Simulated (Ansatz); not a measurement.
`N[CH2][GaH][SiH3]`. Total charge 0; spin multiplicity 1. The structure was optimised at the PBE0-D4/def2-TZVP level. It is one conformer, not always the lowest.

```xyz
12

N    -0.176   -0.291    1.822
C    -1.077   -0.866    0.832
Ga   -0.467   -0.513   -1.020
Si    1.354    1.039   -1.378
H    -0.062    0.705    1.688
H    -0.520   -0.428    2.765
H    -1.080   -1.958    0.940
H    -2.133   -0.560    0.922
H    -1.170   -1.259   -2.218
H     1.245    1.769   -2.672
H     2.650    0.301   -1.388
H     1.436    2.061   -0.294
```

Problem. What is the dipole moment at B3LYP/def2-TZVPP? (Estimate.)

Solution. Ansatz gave: 1.65 D, with components (-1.40, 0.18, 0.85) D in this frame, pointing from negative to positive charge.

Problem. And with PBE, r2SCAN, ωB97M-V? (Best estimate.)

Solution. Computed: PBE 1.65 D, r2SCAN 1.64 D, ωB97M-V 1.64 D.

Problem. Give the Mulliken charges with B3LYP, ωB97M-V, r2SCAN in def2-TZVPP. (Best estimate.)

Solution. Computed: 
```tsv
atom	B3LYP	ωB97M-V	r2SCAN
N1	-0.34	-0.29	-0.36
C2	-0.17	-0.27	-0.11
Ga3	0.24	0.23	0.27
Si4	0.08	-0.02	0.07
H5	0.13	0.11	0.14
H6	0.12	0.10	0.13
H7	0.09	0.12	0.06
H8	0.08	0.11	0.06
H9	-0.05	-0.02	-0.06
H10	-0.06	-0.02	-0.06
H11	-0.06	-0.02	-0.06
H12	-0.07	-0.03	-0.07
```

B3LYP here is the variant with VWN-RPA as its local correlation; programs differ in this.
